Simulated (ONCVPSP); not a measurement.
**Reading a pseudo-wave (copper (Cu))**

Columns: radius, all-electron u(r) and pseudo u(r) of the 3s shell (level -118.79 eV) of copper in the configuration [Ne] 3s2 3p6 3d10 4s0.5; PBE, scalar-relativistic, ONCV scheme, ONCVPSP 4.0.1.

```tsv
r (bohr)	all-electron	pseudo
0.060	0.1026	0.1335
0.120	-0.5689	0.2719
0.180	-0.6805	0.4179
0.240	-0.3702	0.5707
0.300	0.0959	0.7255
0.360	0.5449	0.8749
0.420	0.8993	1.0095
0.480	1.1389	1.1200
0.540	1.2729	1.1987
0.600	1.3218	1.2405
0.660	1.3074	1.2432
0.720	1.2506	1.2098
0.780	1.1674	1.1461
0.840	1.0699	1.0611
0.900	0.9669	0.9641
0.960	0.8643	0.8636
1.020	0.7658	0.7656
1.080	0.6738	0.6737
1.140	0.5895	0.5893
1.200	0.5132	0.5131
1.260	0.4451	0.4450
1.320	0.3847	0.3846
1.380	0.3315	0.3314
1.440	0.2850	0.2849
1.500	0.2445	0.2444
1.560	0.2094	0.2094
```

(1) How many radial nodes do the two functions have?

(2) At about which radius was the pseudo-wave matched?

(3) Where does each function peak?

(4) Is the pseudo-wave norm-conserving?

## Answers

(1) The all-electron 3s function has n − l − 1 = 2; the pseudo-wave has 0, since the states of the same l below it are removed with the core.

(2) 1.15 bohr. The columns agree to 0.0005 from 1.02 bohr on; several derivatives are matched, so the curves merge somewhat inside the radius.

(3) Outermost all-electron maximum near 0.60 bohr, pseudo maximum near 0.66 bohr (to the table’s step).

(4) Yes: the ONCV scheme keeps the norm inside the radius equal to the all-electron one, which fixes the energy derivative of the logarithmic derivative at the level.
